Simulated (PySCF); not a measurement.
Vertical excitations of a molecule CH3NOSi from TDA-ωB97X/def2-SVPD (PySCF), as energy in eV (oscillator strength): 7.42 (0.000), 7.63 (0.004), 7.63 (0.004), 7.85 (0.001), 7.85 (0.001), 8.92 (0.005), 8.92 (0.005), 9.22 (0.000), 9.30 (0.078), 9.30 (0.078). Lowest triplet (TDA): 6.75 eV. Geometry optimised at PBE0-D3(BJ)/def2-SVP. One conformer was computed; it need not be the lowest.

Task: Pick the molecule that these values belong to.
A. O=C=N[SiH3]
B. C1=N[SiH2]O1
C. N#CO[SiH3]

Result: A, O=C=N[SiH3]
